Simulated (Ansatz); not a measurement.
Species: InO$_{2}$ (charge 0, doublet). It need not be the lowest isomer of its formula. 
Coordinates optimised at B3LYP-D3(BJ)/def2-TZVP (Ansatz, a program for electronic structure):
```xyz
3

In     0.0000     0.0000     0.0000
O      0.0000     0.0000    -1.8777
O      0.0000     0.0000     1.8777
```
Charge 0, spin multiplicity 2.

Parts of the frozen-core correlation energy in def2-QZVPP (Ansatz, hartree). Frozen orbitals: 11; correlated occupied orbitals by spin: 8 and 7; virtual: 177 and 178. UHF or UKS for open shells. Spin-orbit coupling is left out. Past Kr the def2 sets carry scalar-relativistic core potentials.

```json
[
 {"term": "reference (HF)", "value": "-338.88823"},
 {"term": "MP2 opposite-spin", "value": "…"},
 {"term": "MP2 same-spin", "value": "…"},
 {"term": "CCSD correlation", "value": "-0.53962"},
 {"term": "(T)", "value": "…"},
 {"term": "T1 diagnostic", "value": "0.069"},
 {"term": "largest doubles amplitude", "value": "0.052"},
 {"term": "<S^2> of the reference", "value": "1.026"}
]
```

Question: Fill in the missing entries.

Answer: 
- MP2 opposite-spin, value: -0.39044
- MP2 same-spin, value: -0.13235
- (T), value: -0.02815
